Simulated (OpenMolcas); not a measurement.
A run on Rh2+ among 6 point charges of -1.7 e arranged as a tetragonal octahedron (D4h), 2.21 Å from the ion, with the axial distance 2.321 Å.

- Program: OpenMolcas 26.06
- Method: SS-CASPT2, IPEA 0.25 Eh, imaginary shift 0.1 Eh (closed shells correlated: 4s 4p)
- Basis: ANO-RCC-VTZP [7s6p4d2f1g]
- Scalar Hamiltonian: DKH2, point nucleus
- Active space: 7 electrons in 5 orbitals (4d)
- State averaging: 2S+1 = 4 even, 10 roots; 2S+1 = 2 even, 40 roots
- Spin-orbit coupling: state interaction with AMFI integrals over the reference wave functions

First CASPT2 step and the start of its output:

```
&CASPT2
Multistate=10 1 2 3 4 5 6 7 8 9 10
NoMult
Frozen=8 6
IPEA=0.25
Imaginary=0.1
MaxIter=60
WThr=0.0 0.3 0.05
PrWF=0.5
NoMix
```

```
--- CASPT2 ---
Orbital specifications:
      -----------------------

      Symmetry species                           1   2
                                                ag  au
      Frozen orbitals                            8   6
      Inactive orbitals                          1   3
      Active orbitals                            5   0
      Secondary orbitals                        22  23
      Deleted orbitals                           0   0
      Number of basis functions                 36  32
Type of calculation                        SS-CASPT2
      Fock operator                              state-specific
      IPEA shift                                 0.25
      Real shift                                 0.00
      Imaginary shift                            0.10
      The input orbitals will be transformed to quasi-canonical
Reference energy:       -4784.4618339035
      E2 (Non-variational):      -0.4728225694
      Shift correction:          -0.0003024176
      E2 (Variational):          -0.4731249870
      Total energy:           -4784.9349588904
      Residual norm:              0.0000004077
      Reference weight:           0.91993
      Contributions to the CASPT2 correlation energy
      Active & Virtual Only:         -0.1642982237
      One Inactive Excited:          -0.2121473170
      Two Inactive Excited:          -0.0963770287
Reference energy:       -4784.4587554935
      E2 (Non-variational):      -0.4848333684
      Shift correction:          -0.0014792463
      E2 (Variational):          -0.4863126147
      Total energy:           -4784.9450681082
      Residual norm:              0.0000001575
      Reference weight:           0.89360
      Contributions to the CASPT2 correlation energy
      Active & Virtual Only:         -0.1735485182
...
```

Over all roots the printed reference weights run from 0.33 to 0.92, and roots that are degenerate in the reference spread by up to 0.58 cm-1.

Did the run give usable levels, and if not, why?

No. The equations converged, but the reference weight falls to 0.33 for at least one root against 0.92 for the best. A drop of that size marks an intruder state, so the energies of such roots and the levels built on them can't be trusted.
